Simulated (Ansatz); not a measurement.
`C[S][GeH2][SiH3]` + `OB1N[SiH2]1` → `[SiH3]OB1N[SiH2]1` + `C[S][GeH3]`  (cleavage of the Si–Ge bond)

Calculated with Ansatz (gas phase, PBE0-D4/def2-TZVP geometries, no zero-point term in ΔE). CBS: MP2 limit from def2 TZ/QZ plus the TZ coupled-cluster correction, frozen cores. Functionals use def2-TZVPP. B3LYP here is the variant with VWN-RPA as its local correlation; programs differ in this. For Ge outer-core shells are correlated without core-valence functions, which leaves a few kJ/mol of doubt a bond. Scalar relativity is left out up to krypton. Each species was taken in one conformer, which may not be the lowest.

| level | ΔE (kcal/mol) | difference from CCSD(T)/CBS |
| --- | --- | --- |
| PBE-D4 | -13.0 | 5.3 |
| r2SCAN-D4 | -17.3 | 1.0 |
| PBE0-D4 | -14.8 | 3.5 |
| B3LYP-D4 | -18.2 | 0.1 |
| ωB97X-V | -18.4 | -0.1 |
| ωB97M-V | -18.6 | -0.3 |
| B2PLYP | -19.6 | -1.3 |
| PBE | -13.5 | 4.8 |
| r2SCAN | -17.4 | 0.9 |
| PBE0 | -15.2 | 3.1 |
| B3LYP | -18.9 | -0.6 |
| HF/def2-TZVPP | -25.0 | -6.7 |
| MP2/def2-TZVPP | -19.5 | -1.2 |
| SCS-MP2/def2-TZVPP | -20.9 | -2.6 |
| CCSD/def2-TZVPP | -19.3 | -1.0 |
| CCSD(T)/def2-TZVPP | -18.5 | -0.2 |
| HF/def2-QZVPP | -25.6 | -7.3 |
| MP2/def2-QZVPP | -19.6 | -1.3 |
| SCS-MP2/def2-QZVPP | -21.1 | -2.8 |
| HF/CBS(def2) | -25.7 | -7.4 |
| MP2/CBS(def2) | -19.2 | -0.9 |
| CCSD/CBS(def2) | -19.1 | -0.8 |
| CCSD(T)/CBS | -18.3 | 0 |

Largest T1 diagnostic among the species: 0.013.

The D4 term adds +0.8 kcal/mol with B3LYP and +0.4 kcal/mol with PBE0; it sums over pairs of atoms, weighted by their polarisabilities, and B3LYP, whose exchange is more repulsive, gets the larger term. In def2-TZVPP, CCSD(T) changes the Hartree–Fock value by +6.4 kcal/mol (the triples alone add +0.8 kcal/mol) and MP2 by +5.5 kcal/mol.
